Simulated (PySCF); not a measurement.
Compound: C3H8BrGeN.
Geometry (PBE0-D3(BJ)/def2-SVP, Å), atoms numbered from 1 in this order:
```
atom  x, y, z in Å
N1     2.5125   -0.0958    0.3457
Ge2    1.4732    0.1578    1.8367
Br3    1.8595   -1.7412    3.1110
C4    -0.3713    0.1748    1.2909
C5    -0.8898   -0.9797    0.4768
C6    -0.6883    0.3460   -0.1764
H7     3.2810   -0.7423    0.5063
H8     2.8888    0.7600   -0.0554
H9     1.8713    1.3674    2.7081
H10   -1.0705    0.6235    2.0038
H11   -1.9087   -1.3184    0.6817
H12   -0.1915   -1.7836    0.2241
H13    0.1542    0.4319   -0.8693
H14   -1.5635    0.9469   -0.4375
```

Method used: PySCF, PBE0-D3(BJ)/def2-SVP geometry optimisation, gas phase.

Take the most abundant isotopes and a rigid rotor. The values belong to one conformer with, in the numbering `[NH2:1][Ge@H:2]([Br:3])[CH:4]1[CH2:5][CH2:6]1`, H–N1–Ge2–Br3 -23° and -147°, N1–Ge2–C4–C5 53°.

Problem. What are A, B and C (cm⁻¹)?

Solution. Ia = 194.38, Ib = 511.78, Ic = 605.18 u·Å²; 505379 MHz·u·Å²/I gives 2600, 987.5 and 835.1 MHz, that is A = 0.08672, B = 0.03294, C = 0.02786 cm⁻¹.

Problem. What kind of rotor is it?

Solution. An asymmetric top: κ = (2 × 987.5 − 2600 − 835.1)/(2600 − 835.1) = -0.83.

Problem. What does the inertial defect say?

Solution. Not planar: Δ = Ic − Ia − Ib = -100.99 u·Å². For a rigid frame Δ = −2 Σ m c², so Σ m c² = 50.49 u·Å² lies off the ab plane: 12.38 from hydrogen and 38.11 from heavier atoms. The atom farthest from that plane is 1.71 Å away.

Problem. Give the other two planar moments, Paa and Pbb, and the rms extents of the mass along the axes.

Solution. Paa = Σ m a² = (Ib + Ic − Ia)/2 = 461.29 and Pbb = Σ m b² = (Ia + Ic − Ib)/2 = 143.89 u·Å². With the mass M = 210.91 u, the rms extents √(P/M) along a, b and c are 1.48, 0.83, 0.49 Å.

Problem. List the rotational levels J(Ka,Kc) to J = 3 (K).

Solution. Above 0(0,0), as E/k:
J = 1: 1(0,1) 0.087, 1(1,1) 0.165, 1(1,0) 0.172
J = 2: 2(0,2) 0.262, 2(1,2) 0.332, 2(1,1) 0.354, 2(2,1) 0.587, 2(2,0) 0.587
J = 3: 3(0,3) 0.522, 3(1,3) 0.584, 3(1,2) 0.627, 3(2,2) 0.849, 3(2,1) 0.851, 3(3,1) 1.254, 3(3,0) 1.255

Problem. Which lines would a microwave search look for?

Solution. The dipole components are |μa| = 1.88 D, |μb| = 1.41 D, |μc| = 0.34 D. Intensities carry the squares of the components, which stand as 1.00 : 0.56 : 0.03 (a : b : c). Some lines, for components of 0.1 D or more:

| type | branch | J(Ka,Kc) | MHz | lower level (cm⁻¹) |
| --- | --- | --- | --- | --- |
| c | Q | 5(1,5) ← 5(0,5) | 824 | 0.900 |
| b | R | 5(1,4) ← 4(2,3) | 5120 | 0.833 |
| b | Q | 2(2,1) ← 2(1,2) | 5294 | 0.231 |
| c | Q | 5(3,3) ← 5(2,3) | 8186 | 1.148 |
| b | R | 4(1,4) ← 3(0,3) | 8243 | 0.363 |
| b | Q | 4(3,1) ← 4(2,2) | 8328 | 0.838 |
| b | Q | 3(3,0) ← 3(2,1) | 8399 | 0.592 |
| a | R | 5(1,4) ← 4(1,3) | 9444 | 0.689 |
| b | R | 3(2,2) ← 2(1,1) | 10305 | 0.246 |
| c | R | 3(2,2) ← 2(1,2) | 10762 | 0.231 |
| b | Q | 5(4,2) ← 5(3,3) | 11795 | 1.421 |
| b | R | 5(3,2) ← 4(2,3) | 17633 | 0.833 |
| b | R | 5(4,1) ← 4(3,2) | 20939 | 1.116 |

Problem. Estimate the classical rotational partition function at 25 K, 200 K and 298.15 K.

Solution. Point group C1, symmetry number σ = 1; q = (√π/σ)·√((kT/h)³/(ABC)), k/h = 20836.6 MHz/K: 14400 at 25 K, 326000 at 200 K, 593000 at 298.15 K.

Whether it is a minimum is left open (no frequencies). Constants of a rigid frame at the computed geometry: no zero-point averaging, no centrifugal distortion. A rigid rotor knows nothing of inversion at nitrogen, which can split or shift real lines. Quadrupole hyperfine structure (14N, 79Br) is left out.

The run took 4.1 min on Arm Neoverse N1, one thread, on a shared host. That covers the optimisation of the geometry.
